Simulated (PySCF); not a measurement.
NMR data simulated for an unnamed compound:

¹H NMR (300 MHz, computed): δ 5.28 (m, 1H), 3.94 (m, 1H), 3.90 (m, 1H), 0.45 (m, 3H), 0.34 (br s, 2H).

¹³C{¹H} NMR (computed): δ 141.2 (C), -10.7 (CH3).

PySCF 2.14 calculation with geometry: GFN2-xTB and NMR shieldings at PBE0/pcSseg-1/GIAO; in vacuum, relativity neglected, fast rotation and ring inversion assumed for equivalent nuclei, a single conformation.

Shifts are taken against calculated references (same method and geometry level): ¹H and ¹³C vs TMS.

Task: Which of these does the molecule contain: an NH or NH2 group, a three-membered ring, an ester, a Si–H bond, a Si–CH3 group, a carboxylic acid?

Result: 
- An NH or NH2 group: yes (δH 0.34 (br s)).
- A three-membered ring: no.
- An ester: no.
- A Si–H bond: yes (δH 3.94 (m), 3.90 (m)).
- A Si–CH3 group: yes (δC -10.7; δH 0.45 (m)).
- A carboxylic acid: no.

The data belong to SMILES C[SiH2][Si@H](N)C(F)(F)F, C2H8F3NSi2; they needn't prove each group on their own.

Carbon signals by region: 1 in the sp2 and nitrile region (100–160 ppm), 1 below 50 ppm.

OH and NH positions are those of a molecule without intermolecular hydrogen bonds; in solution they move with solvent, concentration and temperature, and exchange usually removes their couplings. Splittings by ¹⁹F in the carbon and heteronuclear signals aren't shown, as no couplings were computed. Shifts are as computed. Against solution values, carbons near 30 ppm lie about +3 ppm off and those near 130 ppm about +5 ppm. Of 1211 compounds with measured shifts, 218 miss one by over three times the rms of a fit or turn the order of signals round; such compounds aren't used in these exercises. No couplings were computed; multiplicities are counted from neighbouring protons, with m where these are inequivalent, close in shift, in a saturated or five-membered ring or joined by F or P, and br s for small geminal =CH2 splittings.
